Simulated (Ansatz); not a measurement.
**One reagent, a row of partners**

Four-centre ligand exchange: SiNH₅S ([NH2][SiH2][SH]) meets different reagents, and the same bond of it breaks. Each row is one chosen step, not always the lowest open to these reactants.

Gas-phase electronic energies, without zero-point energy, by CCSD(T) at an estimated basis limit (MP2 extrapolated from triple and quadruple zeta, plus CCSD(T) − MP2 in triple zeta); Ansatz 0.2.0, def2-TZVPP and QZVPP, frozen cores, on PBE0-D4/def2-TZVP structures. Extrapolation: Hartree–Fock as exp(−7.88 √X), correlation as X^−2.97. All energies, in kcal/mol, count from the separated reactants, without counterpoise correction; the start and end structures are the complexes reached by relaxing down from the saddle, and deeper ones may exist. Brackets give SMILES, or, where every atom is bracketed, only which atoms are joined. Steps whose reference was doubtful or whose search ended elsewhere are left out.

| reactants | products | broken | formed | start structure | saddle | end structure | saddle by PBE0-D4/TZ |
| --- | --- | --- | --- | --- | --- | --- | --- |
| SiNH₅S ([NH2][SiH2][SH]) + H₂O | SiNH₅O ([NH2][SiH2][OH]) + H₂S | H–O, S–Si | H–S, O–Si | -6.12 | ? | -12.65 | 22.34 |
| SiNH₅S ([NH2][SiH2][SH]) + AsH₃ | SiAsNH₆ ([NH2][SiH2][AsH2]) + H₂S | As–H, S–Si | As–Si, H–S | -1.60 | 48.79 | 7.32 | 41.25 |
| SiNH₅S ([NH2][SiH2][SH]) + SiH₄ | Si₂NH₇ ([NH2][SiH2][SiH3]) + H₂S | H–Si, S–Si | H–S, Si–Si | -2.05 | 59.16 | 16.32 | 51.72 |

Q: What is the height of the saddle for SiNH₅S ([NH2][SiH2][SH]) + H₂O? (To be estimated.)

A: Computed: 27.14 kcal/mol relative to the separated reactants, the lowest of the series; above its start structure the barrier is 27.14 − (-6.12) ≈ 33.26 kcal/mol.

Q: How do the PBE0-D4 saddles lie against the coupled-cluster estimate?

A: All lower, by 4.80 to 7.54 kcal/mol.

The T1 diagnostic stays at or below 0.014. The filled d shells of As are correlated in sets not built for that, so values that involve them are less sure.

For scale, one of the runs: CCSD(T)/def2-TZVPP, 283 basis functions, launched by `ansatz run in.yaml --threads 8 --pin off --events-out ev --progress --plain --max-ram 19148MiB`. The run took 74 s on 8 CPU threads of an AMD EPYC 7R43 (shared host), with 7.6 GiB of host memory at its peak.
